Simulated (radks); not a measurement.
Values are calculated unless marked as measured or tabulated.
Task: All-electron atom: Ba VIII in [Kr] 4d10 5s2 5p1 (the NIST ground configuration). Level of theory: Dirac Kohn-Sham, exchange-only PBE, spin-unpolarised, spherical densities, finite nucleus; open shells fill j = l - 1/2 first; Fermi nuclear charge, rms radius 4.8378 fm (a radial shooting solver on a logarithmic mesh with Libxc functionals).

Spin-orbit splittings of the eigenvalues, e(l+1/2) - e(l-1/2), with zeta = 2 splitting/(2l+1) and mean radii in bohr:

| shell | occ. | splitting (eV) | zeta (eV) | <r> j=l-1/2 | <r> j=l+1/2 |
|---|---|---|---|---|---|
| 2p | 6 | 381.8 | 254.6 | 0.09192 | 0.09792 |
| 3p | 6 | 73.84 | 49.22 | 0.2815 | 0.2934 |
| 3d | 10 | ? | ? | 0.2643 | 0.2680 |
| 4p | 6 | 15.53 | 10.35 | 0.6942 | 0.7209 |
| 4d | 10 | 2.677 | 1.071 | 0.7847 | 0.7939 |
| 5p | 1 | 3.056 | 2.037 | 1.618 | 1.669 |

Estimate the 3d splitting.

Result: 15.75 eV (zeta = 6.299 eV).
